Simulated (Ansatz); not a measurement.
System: sum formula H3BNO2 (charge 0, doublet). It need not be the lowest isomer of its formula. 
Geometry from a B3LYP-D3(BJ)/def2-TZVP (Ansatz, a program for electronic structure) optimisation:
SMILES: [NH]B(O)O
```xyz
7

N     -0.6748     1.2510     0.4446
B     -0.0169     0.0310     0.0123
O     -0.8176    -1.0386    -0.2985
O      1.3547     0.0188     0.0238
H     -0.8966     1.9286    -0.2839
H     -0.3634    -1.8604    -0.5043
H      1.7714    -0.8213    -0.1876
```
Charge 0, spin multiplicity 2.

Dipole moments at this geometry, in debye (magnitudes).

```csv
level,program,dipole (D)
SVWN5/def2-TZVPD,Ansatz,3.07
PBE/def2-TZVPD,Ansatz,?
BLYP/def2-TZVPD,Ansatz,3.00
revPBE/def2-TZVPD,Ansatz,2.97
r2SCAN/def2-TZVPD,Ansatz,3.04
PBE0/def2-TZVPD,Ansatz,3.06
BHLYP/def2-TZVPD,Ansatz,3.15
HSE06/def2-TZVPD,Ansatz,3.06
LC-wPBE/def2-TZVPD,Ansatz,3.17
CCSD(T)/aug-cc-pVDZ,Ansatz,?
```

Question: Fill in the missing entries.

Answer: 
- PBE/def2-TZVPD, dipole (D): 2.99
- CCSD(T)/aug-cc-pVDZ, dipole (D): 3.08
